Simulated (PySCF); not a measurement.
Broadened absorption spectrum of GeH3(OiPr)

Species: GeH3(OiPr), C3H10GeO.
SMILES: `CC(C)[O][GeH3]`

Method used: TDDFT CAM-B3LYP/def2-SVPD, vertical, gas phase, core orbitals frozen in the response (PySCF 2.14.0, density-fitted response routines). The structure is a single PBE0-D3(BJ)/def2-SVP conformer in the gas phase; no vibrational or solvent corrections. The CAM-B3LYP/def2-SVPD calculation is non-relativistic and has no spin–orbit coupling, an omission that weighs most on germanium.

Broadening: Gaussians 0.25 eV wide at half height, area fixed by f = 4.319×10⁻⁹ ∫ε dν̃. The width is an assumption, not a result. The curve ends short of the highest state used, and states not computed would add to its high-energy end.

```json
{"E (eV)": "6.37", "ε (L mol⁻¹ cm⁻¹)": "1"}
{"E (eV)": "6.42", "ε (L mol⁻¹ cm⁻¹)": "3"}
{"E (eV)": "6.46", "ε (L mol⁻¹ cm⁻¹)": "10"}
{"E (eV)": "6.50", "ε (L mol⁻¹ cm⁻¹)": "25"}
{"E (eV)": "6.54", "ε (L mol⁻¹ cm⁻¹)": "57"}
{"E (eV)": "6.58", "ε (L mol⁻¹ cm⁻¹)": "111"}
{"E (eV)": "6.62", "ε (L mol⁻¹ cm⁻¹)": "189"}
{"E (eV)": "6.66", "ε (L mol⁻¹ cm⁻¹)": "280"}
{"E (eV)": "6.70", "ε (L mol⁻¹ cm⁻¹)": "358"}
{"E (eV)": "6.74", "ε (L mol⁻¹ cm⁻¹)": "398"}
{"E (eV)": "6.78", "ε (L mol⁻¹ cm⁻¹)": "384"}
{"E (eV)": "6.83", "ε (L mol⁻¹ cm⁻¹)": "301"}
{"E (eV)": "6.87", "ε (L mol⁻¹ cm⁻¹)": "211"}
{"E (eV)": "6.91", "ε (L mol⁻¹ cm⁻¹)": "129"}
{"E (eV)": "6.95", "ε (L mol⁻¹ cm⁻¹)": "72"}
{"E (eV)": "6.99", "ε (L mol⁻¹ cm⁻¹)": "46"}
{"E (eV)": "7.03", "ε (L mol⁻¹ cm⁻¹)": "60"}
{"E (eV)": "7.07", "ε (L mol⁻¹ cm⁻¹)": "133"}
{"E (eV)": "7.11", "ε (L mol⁻¹ cm⁻¹)": "305"}
{"E (eV)": "7.15", "ε (L mol⁻¹ cm⁻¹)": "622"}
{"E (eV)": "7.19", "ε (L mol⁻¹ cm⁻¹)": "1107"}
{"E (eV)": "7.24", "ε (L mol⁻¹ cm⁻¹)": "1869"}
{"E (eV)": "7.28", "ε (L mol⁻¹ cm⁻¹)": "2440"}
{"E (eV)": "7.32", "ε (L mol⁻¹ cm⁻¹)": "2813"}
{"E (eV)": "7.36", "ε (L mol⁻¹ cm⁻¹)": "2946"}
{"E (eV)": "7.40", "ε (L mol⁻¹ cm⁻¹)": "2966"}
{"E (eV)": "7.44", "ε (L mol⁻¹ cm⁻¹)": "3129"}
{"E (eV)": "7.48", "ε (L mol⁻¹ cm⁻¹)": "3640"}
{"E (eV)": "7.52", "ε (L mol⁻¹ cm⁻¹)": "4481"}
{"E (eV)": "7.56", "ε (L mol⁻¹ cm⁻¹)": "5359"}
{"E (eV)": "7.60", "ε (L mol⁻¹ cm⁻¹)": "5850"}
{"E (eV)": "7.65", "ε (L mol⁻¹ cm⁻¹)": "5492"}
{"E (eV)": "7.69", "ε (L mol⁻¹ cm⁻¹)": "4490"}
{"E (eV)": "7.73", "ε (L mol⁻¹ cm⁻¹)": "3208"}
{"E (eV)": "7.77", "ε (L mol⁻¹ cm⁻¹)": "2036"}
{"E (eV)": "7.81", "ε (L mol⁻¹ cm⁻¹)": "1232"}
{"E (eV)": "7.85", "ε (L mol⁻¹ cm⁻¹)": "882"}
{"E (eV)": "7.89", "ε (L mol⁻¹ cm⁻¹)": "953"}
{"E (eV)": "7.93", "ε (L mol⁻¹ cm⁻¹)": "1361"}
{"E (eV)": "7.97", "ε (L mol⁻¹ cm⁻¹)": "1996"}
{"E (eV)": "8.01", "ε (L mol⁻¹ cm⁻¹)": "2724"}
{"E (eV)": "8.06", "ε (L mol⁻¹ cm⁻¹)": "3547"}
{"E (eV)": "8.10", "ε (L mol⁻¹ cm⁻¹)": "4009"}
{"E (eV)": "8.14", "ε (L mol⁻¹ cm⁻¹)": "4276"}
{"E (eV)": "8.18", "ε (L mol⁻¹ cm⁻¹)": "4395"}
{"E (eV)": "8.22", "ε (L mol⁻¹ cm⁻¹)": "4403"}
{"E (eV)": "8.26", "ε (L mol⁻¹ cm⁻¹)": "4287"}
{"E (eV)": "8.30", "ε (L mol⁻¹ cm⁻¹)": "4029"}
{"E (eV)": "8.34", "ε (L mol⁻¹ cm⁻¹)": "3686"}
{"E (eV)": "8.38", "ε (L mol⁻¹ cm⁻¹)": "3441"}
{"E (eV)": "8.42", "ε (L mol⁻¹ cm⁻¹)": "3549"}
{"E (eV)": "8.46", "ε (L mol⁻¹ cm⁻¹)": "4221"}
{"E (eV)": "8.51", "ε (L mol⁻¹ cm⁻¹)": "5896"}
{"E (eV)": "8.55", "ε (L mol⁻¹ cm⁻¹)": "7624"}
{"E (eV)": "8.59", "ε (L mol⁻¹ cm⁻¹)": "9229"}
{"E (eV)": "8.63", "ε (L mol⁻¹ cm⁻¹)": "10284"}
```

Task: Locate the maxima and give the states behind the curve.

Result: 184 nm (6.75 eV), ε about 400, made up of S1 (100%); 163 nm (7.61 eV), ε about 5900, made up of S3 (98%); 151 nm (8.20 eV), ε about 4400, made up of S5 (40%) and S6 (54%) (ε in L mol⁻¹ cm⁻¹; maxima over ε = 5, shares over 10%). At its high-energy end, 8.63 eV, the curve is still rising (ε about 10000, from S8 and S9). The states used: S1 6.75 eV (f 0.0037); S2 7.33 eV (f 0.025); S3 7.61 eV (f 0.054); S4 8.02 eV (f 0.0094); S5 8.11 eV (f 0.024); S6 8.28 eV (f 0.029); S7 8.48 eV (f 0.0098); S8 8.62 eV (f 0.041); S9 8.66 eV (f 0.042); S10 8.82 eV (f 0.037); S11 8.83 eV (f 0.0057); S12 8.94 eV (f 0.045); S13 8.96 eV (f 0.0038); S14 9.06 eV (f 0.141); S15 9.23 eV (f 0.0031).

Task: Coming from long wavelengths, where does ε first pass 100 L mol⁻¹ cm⁻¹?

Result: At about 189 nm (6.57 eV), 0.18 eV below S1.

Task: On this curve, what absorbance would a 10⁻³ mol/L sample give at 193 nm over a 1 cm path?

Result: 193 nm is 6.424 eV, where ε is about 3.6 L mol⁻¹ cm⁻¹, so A = ε c l ≈ 0.0036 (Beer–Lambert, with the gas-phase spectrum and the assumed width).

Task: What would ε be at 7.61 eV, the highest of these maxima, with half the width (0.125 eV)?

Result: About 11500 L mol⁻¹ cm⁻¹ against 5870, a factor of about 1.97; a lone state at its own centre would give exactly 2.

The vertical ionisation energy (ΔSCF) is 9.82 eV, 0.59 eV above S15.
